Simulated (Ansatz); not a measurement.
Ansatz results at the PBE0-D4/def2-TZVP geometry: LUMO energy (B3LYP/def2-TZVPP) 0.20 eV; HOMO–LUMO gap (PBE0/def2-TZVPP) 9.15 eV; HOMO energy (B3LYP/def2-TZVPP) -8.43 eV.

Each molecule was computed in one conformer, which needn't be the lowest.

(1) Which molecule gave them?
A. `C[SiH](F)O[SiH2]O`
B. `O[SiH](O)O[SiH](F)F`
C. `CN([SiH3])[SiH2]F`
D. `O[SiH2]C#[C][GeH3]`

Results:

(1) A. The others give `CN([SiH3])[SiH2]F`: 0.01, 7.79, -7.36; `O[SiH](O)O[SiH](F)F`: 0.14, 9.98, -9.19; `O[SiH2]C#[C][GeH3]`: -1.01, 7.26, -7.84.

B3LYP here is the variant with VWN-RPA as its local correlation; programs differ in this.
